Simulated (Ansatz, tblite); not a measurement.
Cost and result up the ladder for the cluster Zn2Te (3 atoms). Total charge 0; singlet. Geometry: PBE-D4/def2-TZVP.

```xyz
3

Zn   -1.567    1.785    0.926
Zn    1.570   -1.784   -0.923
Te   -0.003   -0.001   -0.003
```

Ansatz on 4 threads of Arm Neoverse V1 on a shared host; xTB runs through tblite on one thread. Times are rough, summed over both states, and most runs start from the orbitals of an earlier one. RPA@PBE/def2-TZVP serves as the yardstick here, not as an exact answer. The other state is a quintet at its own geometry.

In the def2 sets Te takes a core potential; there is no spin–orbit coupling. The xTB rows come from tblite. HSE06 is defined as in plane-wave codes, on full-range PBE exchange. Correlated methods freeze 22 core orbitals; core or outer-core shells of Te are correlated, in sets that lack core-valence functions. The order of the spin states hangs on the level: the triplet lies 0.16 eV below the singlet at PBE0-D4/def2-TZVP, but 0.30 eV above it at LDA (SPW92)/def2-TZVP. At PBE0-D4/def2-TZVP a triplet of charge 0 lies 2.98 eV below the quintet, each at its own geometry. The structure comes from a short search, and lower isomers may exist.

Run but left out: HF/STO-3G (singlet: restricted singlet, unstable in another Hartree–Fock run and untested here); HF/def2-TZVP, PBE-QIDH/def2-TZVP (singlet: restricted singlet, unstable towards broken spin symmetry).

Correlated methods converge slowly with the basis.

xTB has no spin-polarisation term.

```tsv
level	functions	wall time	quintet − singlet (eV)	difference from RPA@PBE/def2-TZVP (eV)	remarks
GFN1-xTB	17	0.003 s	6.94	3.95	–
GFN2-xTB	17	0.004 s	7.91	4.91	–
LDA (SPW92)/def2-TZVP	146	2.5 s	3.61	0.61	–
PBE-D4/def2-TZVP	146	4.1 s	3.16	0.17	–
MP2/def2-TZVP	146	5.8 s	3.14	0.14	restricted SCF unstable (singlet)
HSE06-D4/def2-TZVP	146	8.1 s	2.85	-0.14	–
PBE0-D4/def2-TZVP	146	8.2 s	2.82	-0.18	–
RPA@PBE/def2-TZVP	146	8.9 s	3.00	0.00	–
r2SCAN-D4/def2-TZVP	146	11 s	2.76	-0.24	–
r2SCANh-D4/def2-TZVP	146	13 s	2.65	-0.34	–
B97M-V/def2-TZVP (with forces)	146	19 s	3.27	0.27	–
```
